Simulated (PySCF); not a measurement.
**A search over the determinants of HBr**

Unrestricted PBE0; basis H aug-cc-pVDZ, Br aug-cc-pVDZ-PP with ECP10; scalar-relativistic core potentials; PySCF 2.14. Outer shells of the fragments: H 1s1; Br 3d10 4s2 4p5.

Followed along the bond (rough minima from three points):

```csv
2Ms+1,unpaired,⟨S²⟩ at the start,R at minimum (Å),Te (eV)
1,none,0.00,1.43,0.00
3,"σ ↑, π ↑",2.00,none in the scan,≤ 5.38
```

Solutions found at the starting distance of 1.435 Å, counted from the lowest of them; the search is not exhaustive and high or unbound solutions are not listed, so other states can lie among these:

```csv
2Ms+1,unpaired,term,E (eV),⟨S²⟩,⟨Lz²⟩,μ (D)
1,none,¹Σ⁺,0.00,0.00,0.00,-0.83
3,"σ ↑, π ↑",³Π,6.02,2.00,1.01,1.39
1,"σ ↑, π ↓",mixed,6.21,1.01,1.01,1.48
3,σ ↑↑,³Σ⁺,8.67,2.00,0.00,0.61
3,π ↑↑,mixed,9.30,2.00,2.00,-1.12
3,π ↑↑,mixed,9.53,2.00,2.00,-1.18
```

A term symbol is given only where ⟨S²⟩ and ⟨Lz²⟩ are close to those of a pure state; real π, δ and φ orbitals otherwise mix terms. A positive dipole means H(−)Br(+).

The measured ground state is X ¹Σ+ (Huber and Herzberg, Constants of Diatomic Molecules (1979)).

Counting both spins, an empty level lies below a filled one in some of these solutions, because spin and occupation are held.
